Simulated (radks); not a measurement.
Q: Be3+, configuration 1s0.75 2p0.25 (fractional occupations, a model configuration). All-electron calculation, non-relativistic Kohn-Sham, r2SCAN, spin-polarised, spherical densities, point nucleus; open shells are filled with parallel spins first; meta-GGA in the generalised Kohn-Sham scheme. Program: a radial shooting solver on a logarithmic mesh with Libxc functionals. Some entries of the table are withheld. Estimate them.

| orbital | occ. | eigenvalue (hartree) | <r> (bohr) | <r^2> (bohr^2) |
|---|---|---|---|---|
| 1s up | 0.75 | -7.43675 | 0.3722 | 0.1851 |
| 2s up | 0 | (1) | 1.619 | (2) |
| 2p up | 0.25 | (3) | 1.404 | 2.376 |

A: 
(1) 2s up eigenvalue (hartree): -1.52891
(2) 2s up <r^2> (bohr^2): 3.051
(3) 2p up eigenvalue (hartree): -1.44335
